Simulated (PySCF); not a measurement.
Ga(H)(Cl)(vinyl) (C₂H₄ClGa), SMILES [Cl][GaH][CH]=C.

The structure is a stationary point at TPSSh-D3(BJ)/def2-SVP. The values are those of a single conformer.

Method: PySCF with B3LYP/def2-TZVP.

Computed frontier levels, gap, dipole moment and polarisability:
The highest occupied level is -8.02 eV and the lowest empty level comes out as -2.12 eV. The orbital gap is 5.90 eV and the dipole moment comes out as 2.49 D. The quadrupole, principal values (traceless, Buckingham form, about the centre of nuclear charge) is -2.90, 0.90, 2.01 D·Å and the mean static polarisability is 63.3 bohr³ (9.38 Å³). The polarisability, principal values comes out as 41.2, 69.6, 79.1 bohr³.
